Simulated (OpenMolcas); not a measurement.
An atom or ion with 45 electrons was computed by SS-CASPT2, IPEA 0.25 Eh, imaginary shift 0.1 Eh with spin-orbit coupling (OpenMolcas, ANO-RCC-VTZP, DKH2). The lowest levels that the run gave, each within 12 % of the measured value where one is at hand:

```
  J  Parity  E (cm⁻¹)      g
5/2    even       0.0  1.200
3/2    even      3600  0.800
9/2    even     23620  1.333
7/2    even     25500  1.230
5/2    even     27270  1.029
3/2    even     28250  0.428
7/2    even     30260  1.150
5/2    even     32490  1.004
5/2    even     34810  1.381
3/2    even     35840  1.284
1/2    even     37560  2.660
3/2    even     37790  1.314
```

Which ion is it, and what are the configurations and terms?

Pd+ (Z = 46, charge +1; active space 9 electrons in 6 orbitals (4d 5s)). J, parity and g give the terms where levels are pure, and mixed ones are named by the computed weights; the size of the splittings, set against known spectra of the 45-electron sequence, gives the charge. In order, with the measured energies in cm⁻¹ (NIST Handbook of Basic Atomic Spectroscopic Data): 4d⁹ ²D_5/2, 4d⁹ ²D_3/2 (3539), 4d⁸ 5s ⁴F_9/2 (25084), 4d⁸ 5s ⁴F_7/2 (27097), 4d⁸ 5s ⁴F_5/2 (28929), 4d⁸ 5s ⁴F_3/2 (29948), 4d⁸ 5s ²F_7/2 (32281), 4d⁸ 5s ²F_5/2 [68 %] (34425), 4d⁸ 5s ⁴P_5/2 [65 %], 4d⁸ 5s ⁴P_3/2 [48 %], 4d⁸ 5s ⁴P_1/2, 4d⁸ 5s ⁴P_3/2 [52 %].

CASPT2 does not keep the components of a term degenerate, so their means are used; among the terms shown or strongly mixed into the levels shown the widest spread is 450 cm-1 (4d⁸ 5s ⁴F). Terms from blocks run as CI alone lack orbitals of their own. A single d shell beside an s shell can misplace configurations of different d count against each other. Measured partners are found by configuration, term and J. A level has none where our copy of the source lacks it or the pairing is in doubt (some pairs that miss far off the trend of their configuration count as doubtful), and it then counts in no deviation. Only configurations of the active space appear.

A share in square brackets marks a mixed level and gives the weight of the term that names it.
